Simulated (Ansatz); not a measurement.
CH$_{4}$BrFOSi, SMILES `OC(Br)[SiH2]F`, charge 0, multiplicity 1.

Question: Give a relaxed structure at PBE0-D4/def2-TZVP (the Gaussian-basis code of Ansatz). (An estimate is asked.)

Answer: The calculation gave: 
Z-matrix (Å, degrees):
```
C
Br 1 1.995
Si 1 1.890 2 106.5
O 1 1.376 2 112.2 3 -118.8
H 1 1.093 2 102.2 3 119.3
F 3 1.595 1 108.0 2 61.8
H 3 1.477 1 109.6 2 -57.8
H 3 1.482 1 109.2 2 178.7
H 4 0.963 1 110.1 2 -67.3
```
This is one stationary point; other conformers may exist.
